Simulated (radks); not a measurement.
Question: Re I, 75 electrons, occupied as [Xe] 4f14 5d5 6s2. Method: Dirac Kohn-Sham, BLYP, spin-unpolarised, spherical densities, point nucleus; open shells fill j = l - 1/2 first; computed with a radial shooting solver on a logarithmic mesh with Libxc functionals. Some entries of the table are withheld. Estimate them.

orbital  occ.  eigenvalue (hartree)  <r^2> (bohr^2)  r(max) (bohr)
1s1/2       2             -2630.140       0.0004477        0.01123
2s1/2       2             -455.6693        0.006815        0.06471
2p1/2       2                   (1)        0.004859        0.04801
2p3/2       4                   (2)        0.006057        0.05496
3s1/2       2             -105.4606         0.04447            (3)
3p1/2       2             -96.67998         0.04075         0.1705
3p3/2       4             -85.18605         0.04731         0.1847
3d3/2       4             -70.45525         0.03659         0.1445
3d5/2       6             -67.96051         0.03838         0.1484
4s1/2       2             -21.97899          0.2192            (4)
4p1/2       2             -18.31803          0.2256         0.4124
4p3/2       4             -15.63486          0.2605         0.4422
4d3/2       4              -9.62957          0.2823         0.4381
4d5/2       6              -9.13399          0.2953         0.4475
5s1/2       2              -3.10475           1.208         0.9381
5p1/2       2              -1.99894           1.468          1.003
5p3/2       4              -1.59531           1.750          1.086
4f5/2       6              -1.57587          0.4134         0.4142
4f7/2       8              -1.48357          0.4268         0.4191
6s1/2       2              -0.21181           11.01          2.567
5d3/2       4              -0.20313             (5)          1.401
5d5/2       1              -0.17130             (6)          1.449

Answer: 
(1) 2p1/2 eigenvalue (hartree): -435.9758
(2) 2p3/2 eigenvalue (hartree): -383.0458
(3) 3s1/2 r(max) (bohr): 0.1822
(4) 4s1/2 r(max) (bohr): 0.4130
(5) 5d3/2 <r^2> (bohr^2): 4.403
(6) 5d5/2 <r^2> (bohr^2): 4.888
